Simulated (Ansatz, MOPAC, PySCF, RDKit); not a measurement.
Dimer: HCl (SMILES Cl) (first 2 atoms) with ClH3Si (SMILES [SiH3]Cl); geometry from B3LYP-D3(BJ)/def2-TZVP, rigid monomers moved along the line of their centres of mass till H2···Cl4 is 2.84 Å.
(charge 0, multiplicity 1):
```xyz
7

Cl     0.18137     0.42715    -0.08156
H     -0.08917    -0.45574     0.81767
Si     0.00355     0.56264     4.18253
Cl    -0.44774    -1.34665     3.48510
H     -0.09122     0.52326     5.65372
H     -0.98129     1.49759     3.61136
H      1.37178     0.89204     3.74686
```

```csv
level,interaction energy (kcal/mol),"minus MP2/CBS(aug-cc-pV(D+d)Z, aug-cc-pV(T+d)Z) + ΔCCSD(T)/aug-cc-pV(D+d)Z",cost
UFF,-0.58,1.65,-
AM1,-0.77,1.45,-
PM3,-1.50,0.73,-
PM6,-1.38,0.85,-
PM7,-2.14,0.09,-
HF/3-21G (no counterpoise),-2.19,0.04,-
HF/6-31G* (no counterpoise),-1.09,1.13,-
HF/aug-cc-pV(T+d)Z,-0.68,1.55,-
PBE-D4/def2-TZVPPD,-2.59,-0.36,×1
r2SCAN-D4/def2-TZVPPD,-2.28,-0.05,×2
B3LYP/3-21G (no counterpoise),-2.83,-0.61,-
B3LYP/6-31G*,-1.27,0.95,-
B3LYP/6-31G* (no counterpoise),-1.68,0.55,-
B3LYP/def2-TZVPPD,-1.00,1.23,×1
B3LYP-D4/def2-TZVPPD,-2.37,-0.14,×1
M06-2X/6-31G* (no counterpoise),-2.62,-0.39,-
MP2/aug-cc-pV(T+d)Z,-2.34,-0.11,×3
SCS-MP2/aug-cc-pV(T+d)Z,-1.89,0.33,-
CCSD(T)/aug-cc-pV(D+d)Z,-1.92,0.31,×5
"MP2/CBS(aug-cc-pV(D+d)Z, aug-cc-pV(T+d)Z) + ΔCCSD(T)/aug-cc-pV(D+d)Z",-2.23,0.00,×7
```

 The comparison column counts from a level with limits of its own.

The rows run from -2.83 (B3LYP/3-21G (no counterpoise)) to -0.58 kcal/mol (UFF). The dispersion term adds -1.38 in B3LYP-D4.

Interaction energies are E(AB) − E(A) − E(B) at the monomers' geometry in the complex; basis-set methods are counterpoise corrected. Rows marked so take none. RDKit's UFF carries no charges.

Frozen-core correlation. CBS(a, b) extrapolates the correlation energy as X⁻³ and adds the Hartree–Fock energy of set b. Rows in 3-21G, 6-31G* carry no dispersion term and start afresh at each structure (6-31G* with six Cartesian d functions). The state reached by AM1, PM3, PM6, PM7 isn't checked; PM7 holds dispersion and hydrogen-bond terms.

The values were computed with Ansatz (a program for electronic structure); MOPAC for AM1, PM3, PM6, PM7 (differences of heats of formation); PySCF for 3-21G rows, 6-31G* rows, the dispersion terms; RDKit for the force fields. Each number belongs to the level named beside it.

Costs are rough ratios of core time to PBE/def2-TZVPPD (about 13 s over the structures, on one shared machine); a dash marks a level with no comparable run of its own.
